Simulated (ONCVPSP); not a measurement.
## Potentials for tantalum (Ta) compared

Generated with ld1.x 7.5 (TM, RRKJ, ultrasoft, PAW), atompaw 4.2 or ONCVPSP 4.0.1. The cutoff is in Ry: for ld1.x and atompaw files where the sum of valence levels is converged to 10 mRy in a Bessel basis, for ONCV files where the hardest occupied wave has 1 mHa per electron of residual kinetic energy. The error is the largest all-electron minus pseudo excitation energy over each file’s own four to seven test configurations (ionisations up to +4, promotions, holes and added fractions of an electron), all of which were solved. The labels leave out finer settings (local radius, basis sizes, second energies), which also bear on the numbers. Spin-polarised tests are not counted. The rows are a selection from randomly drawn settings: files with unsolved tests, undetermined cutoffs or missed reference levels are left out.

A true bound ghost makes a file unfit for plane-wave use even where its test errors are small: the radial tests pick states by their node count and pass the ghost by.

```tsv
potential	cutoff (Ry)	largest error (meV)	bound ghosts
ONCV, PBE, scalar-relativistic, rc 3.00/2.10/2.40 (spd), local smoothed, core correction no, reference 5p6 5d3 6s2, qcut 2/6/5.2, projectors 1/2/2	22	+25	none
ONCV, PBEsol, scalar-relativistic, rc 1.70/1.75/2.90 (spd), local smoothed, core correction yes, reference 5s2 5p6 5d3 6s2, qcut 9.2/7.8/6.3, projectors 2/2/1	50	-12	none
ONCV, PW91, fully relativistic, rc 2.15/2.15/2.55 (spd), local smoothed, core correction yes, reference 5s2 5p6 5d3 6s1.75 6p0.25, qcut 5.4/7.3/5.2, projectors 2/2/2	26	-707	none
```

Problem. Fill in the row for Ta: ONCV, PBE, scalar-relativistic, rc 1.75/1.30/2.00 (spd), local smoothed, core correction yes, reference 5s2 5p6 5d3 6s1.5, qcut 7.2/5.1/5, projectors 2/1/3.

Solution. cutoff 155 Ry, largest error -44 meV, bound ghosts: s.

Problem. Fill in the row for Ta: ONCV, LDA (Perdew-Zunger), scalar-relativistic, rc 2.05/2.15/2.25 (spd), local smoothed, core correction no, reference 5s2 5p6 5d3 6s2, qcut 5.8/7.9/6.8, projectors 2/2/2.

Solution. cutoff 27 Ry, largest error -156 meV, bound ghosts: none.
